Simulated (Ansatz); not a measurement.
Relaxation of F$_{2}$H$_{6}$N$_{2}$SSi (12 atoms, charge 0, multiplicity 1), to a largest force component of 0.03 eV/Å in at most 50 steps.

These are results of RKS PBE-D4/def2-SVP in Ansatz, not measurements.

```xyz
12
Properties=species:S:1:pos:R:3
Si 0.171 -0.388 -0.529
N -0.643 0.030 2.354
H -1.611 -0.318 2.339
H -0.500 0.417 3.296
F 0.479 -0.562 -2.122
N -0.084 1.262 -0.223
H -0.275 1.469 0.766
H 0.393 1.989 -0.757
F -1.156 -1.295 -0.249
S 1.799 -1.311 0.549
H 1.621 -2.540 -0.020
H -0.045 -0.825 2.316
```

Q: Where does it end, and by what steps?

A: It converged. The force dipped under the threshold on the way, but the program's further checks kept it going. After 23 steps the energy has fallen by 0.132 eV; F9 moved furthest, 1.18 Å.

```csv
step,energy less start (eV),largest force component (eV/Å),accepted
0,0.0000,0.401,yes
1,-0.0194,0.216,yes
2,-0.0311,0.205,yes
3,-0.0385,0.330,yes
4,-0.0463,0.250,yes
5,-0.0542,0.256,yes
6,-0.0623,0.154,yes
7,-0.0623,0.099,yes
8,-0.0650,0.050,yes
9,-0.0656,0.043,yes
10,-0.0666,0.029,yes
11,-0.0687,0.329,yes
12,-0.0728,0.195,yes
13,-0.0851,0.089,yes
14,-0.0928,0.574,yes
15,-0.1031,0.309,yes
16,-0.1035,0.514,yes
17,-0.1001,0.702,no
18,-0.1253,0.118,yes
19,-0.1300,0.062,yes
20,-0.1310,0.042,yes
21,-0.1314,0.052,yes
22,-0.1317,0.033,yes
23,-0.1319,0.020,yes
```

```xyz
12
Properties=species:S:1:pos:R:3
Si 0.375 -0.437 -0.886
N -0.619 0.287 2.653
H -1.533 -0.076 2.955
H -0.242 0.812 3.454
F 1.122 -0.068 -2.287
N -0.099 0.985 -0.113
H -0.401 0.936 0.889
H -0.428 1.801 -0.632
F -0.793 -1.489 -1.353
S 1.622 -1.542 0.468
H 1.152 -2.747 0.037
H -0.007 -0.535 2.536
```

Whether the end is a true minimum wasn't checked by a vibrational analysis.

The run took 19 s on 4 threads of Intel(R) Xeon(R) 6975P-C (Granite Rapids) (shared host), peak memory 0.2 GiB.
